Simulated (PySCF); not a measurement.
C₃H₆Cl₂Si, SMILES C(=C\C)/[SiH](Cl)Cl.

Geometry optimised at PBE-D3(BJ)/def2-SVP. The structure was generated by enumeration; whether it is a known compound was not checked. Other conformers were not sampled.

The numbers are results of PySCF 2.14.0 with PBE-D3(BJ)/def2-SVP, not measurements.

Frequencies are harmonic and unscaled.

```tsv
mode	ν (cm⁻¹)	IR (km/mol)	moving atoms (share of kinetic energy)
1	53	0.1	Cl 38 %, C 33 %, H 22 %
2	105	0.0	H 60 %, C 23 %, Cl 16 %
3	126	2.5	C 38 %, Si 26 %, H 18 %, Cl 17 %
4	164	4.1	Cl 72 %, C 19 %
5	194	1.9	H 76 %, C 23 %
6	266	2.6	C 60 %, H 21 %, Cl 17 %
7	279	3.2	C 38 %, Cl 37 %, Si 16 %, H 9 %
8	375	4.9	C 47 %, H 25 %, Si 23 %
9	522	62.7	Si 48 %, Cl 39 %
10	563	108.9	Si 56 %, Cl 37 %
11	726	2.7	H 69 %, C 31 %
12	761	195.4	H 47 %, Si 29 %, C 23 %
13	782	145.7	H 88 %, Si 10 %
14	790	23.6	H 71 %, C 27 %
15	930	6.3	H 61 %, C 37 %
16	971	19.7	H 90 %, C 10 %
17	1016	1.7	H 62 %, C 38 %
18	1071	7.7	C 58 %, H 41 %
19	1193	6.1	H 66 %, C 33 %
20	1284	4.2	H 83 %, C 17 %
21	1333	1.7	H 76 %, C 24 %
22	1396	9.2	H 96 %
23	1398	24.4	H 94 %
24	1645	80.0	C 92 %, H 8 %
25	2197	82.4	H 97 %
26	2960	12.0	H 97 %
27	3030	5.4	H 91 %, C 9 %
28	3041	5.6	H 92 %, C 8 %
29	3075	0.9	H 92 %, C 8 %
30	3078	13.7	H 91 %, C 9 %
```
